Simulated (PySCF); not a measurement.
Estimate the missing entries of this data sheet.

Compound: C₄H₈Si.
Z-matrix (Å and degrees, PBE0-D3(BJ)/def2-SVP geometry), rows numbered from 1:
```
C 
C   1  1.3387
Si  2  1.8598  1  124.73
C   3  1.8615  2  119.92  1   -27.14
C   4  1.5386  3   65.62  2   105.00
H   1  1.0955  2  121.91  3  -179.80
H   1  1.0963  2  122.18  3     0.17
H   2  1.0979  1  117.87  3   179.89
H   3  1.4846  2  114.61  1  -178.66
H   4  1.0967  3  118.30  5  -108.52
H   4  1.0957  3  119.60  5   108.02
H   5  1.0957  3  120.05  4  -108.13
H   5  1.0966  3  117.64  4   108.57
```

```csv
property,level,value
"rotational constants A, B, C",PBE0-D3(BJ)/def2-SVP,?
dipole moment,CAM-B3LYP/def2-SVPD,0.66 D
HOMO energy,CAM-B3LYP/def2-SVPD,-7.75 eV
LUMO energy,CAM-B3LYP/def2-SVPD,0.24 eV
lowest singlet excitation,TDDFT CAM-B3LYP/def2-SVPD,"5.30 eV (234 nm, f = 0.198)"
strongest line among the 10 lowest singlet transitions,TDDFT CAM-B3LYP/def2-SVPD,"S8 at 7.28 eV (170 nm, f = 0.230)"
lowest triplet excitation (Tamm–Dancoff),TDA CAM-B3LYP/def2-SVPD,?
static isotropic polarisability,CAM-B3LYP/def2-SVPD,75.4 au
vertical ionisation energy,ΔSCF CAM-B3LYP/def2-SVPD,8.52 eV
electronic spatial extent ⟨r²⟩ about the centre of nuclear charge,CAM-B3LYP/def2-SVPD,592 bohr²
13C chemical shifts (computed TMS as zero) by class,GIAO PBE/pcSseg-2,"143.9 (C2), 140.2 (C1), 0.4 (C4/C5) ppm"
1H chemical shifts (computed TMS as zero) by class,GIAO PBE/pcSseg-2,?
"isotropic shieldings of nuclei other than C and H, by class",GIAO PBE/pcSseg-2,?
```

Gas-phase values; electronic properties from PySCF, density fitting. Geometry: PBE0-D3(BJ)/def2-SVP, one conformer, isolated molecule.

(1) The isotropic shieldings of nuclei other than C and H, by class?

(2) The lowest triplet excitation (Tamm–Dancoff)?

(3) What are the 1H chemical shifts (computed TMS as zero) by class?

(4) The rotational constants A, B, C?

## Answers

(1) 455 (Si3) ppm.

(2) 3.71 eV.

(3) 6.63 (H8), 6.12 (H6), 5.86 (H7), 3.18 (H9), 0.80 (H11/H12), 0.73 (H10/H13) ppm.

(4) 7.692, 2.714, 2.399 GHz.

The vertical singlet–triplet gap S1 − T1 is 1.59 eV (TDDFT singlet less Tamm–Dancoff triplet; S1: HOMO→LUMO, weight 0.98; T1: HOMO→LUMO, weight 0.69). The principal polarisabilities are 59.8, 77.2 and 89.1 au; their mean is the isotropic value. The largest Löwdin shares of the HOMO are 0.23 on Si3, 0.23 on C5, 0.23 on C4 and 0.09 on C1. In wavenumbers S1 is 42700 cm⁻¹ (1 eV = 8065.54 cm⁻¹). With B = h/(8π²I), that is 505.379 GHz u Å² over I, the principal moments of inertia are 65.7, 186.2 and 210.6 u Å² (most abundant isotopes).

For the TDDFT job (CAM-B3LYP/def2-SVPD), hardware: one thread, Arm Neoverse N1 (aarch64), shared host with 64 logical CPUs at a one-minute load of 61. Cost: 71 s wall, 0.91 GiB resident at most.
